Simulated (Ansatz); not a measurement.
Molecule: diarsenic, As2, net charge 0, singlet state. 
Structure (B3LYP-D3(BJ)/def2-TZVP (Ansatz, a program for electronic structure) minimum search):
SMILES: [As]#[As]
```xyz
2

As     0.0000     0.0000    -1.0521
As     0.0000     0.0000     1.0521
```
Charge 0, spin multiplicity 1.

Basis-set convergence of Hartree-Fock and CCSD correlation energies (hartree) with Ansatz. Correlated levels leave the core frozen unless marked. Spin-orbit coupling is left out. Frozen are the shells of the preceding noble gas and the d and f shells that filled before the atom's block. No relativistic terms.

The Hartree-Fock reference is unstable (checked in the largest basis), which strains HF and MP2. 

```json
[
 {"basis": "cc-pVDZ", "functions": "54", "E(HF)": "-4468.34709", "E(corr, CCSD)": "-0.22268"},
 {"basis": "cc-pVTZ", "functions": "86", "E(HF)": "-4468.49239", "E(corr, CCSD)": "-0.26716"},
 {"basis": "cc-pVQZ", "functions": "136", "E(HF)": "-4468.49815", "E(corr, CCSD)": "-0.28133"},
 {"basis": "cc-pV5Z", "functions": "208", "E(HF)": "-4468.49872", "E(corr, CCSD)": "-0.28710"}
]
```

Extrapolating the two largest sets (X = 4 and 5) as X^-3: E(corr) = (125·(-0.28710) - 64·(-0.28133))/61 = -0.2932 Eh, an estimate of the basis-set limit. The largest set recovers 97.9 % of it, the smallest 76.0 %.
